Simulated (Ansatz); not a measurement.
A run for Ansatz (a quantum-chemistry and plane-wave program): R-PBE/def2-TZVPP on CH4AlFO (SMILES C[O][AlH][F]), a point of a torsion scan.

Ansatz 0.2 input:
```yaml
crystal:
  periodic: [false, false, false]
  atoms:
    - {symbol: C, position_ang: [-1.22324599, -0.26412814, 0.13752256]}
    - {symbol: O, position_ang: [0.06498963, 0.07857425, -0.29450663]}
    - {symbol: Al, position_ang: [1.58529980, 0.53991777, -0.70275702]}
    - {symbol: F, position_ang: [2.34243090, 0.10085327, -2.10029974]}
    - {symbol: H, position_ang: [-1.96815497, 0.23540640, -0.48518166]}
    - {symbol: H, position_ang: [-1.36438403, -1.34439522, 0.06532329]}
    - {symbol: H, position_ang: [-1.35943832, 0.04583419, 1.17550084]}
    - {symbol: H, position_ang: [2.33926871, 1.41417843, 0.24378249]}
basis:
  gaussian:
    orbitals: def2-TZVPP
hamiltonian:
  xc: {name: PBE}
scf: {lower_state_search: off}
```

**Question.** What total energy does the run end on?

**Answer.** -457.8461 hartree.
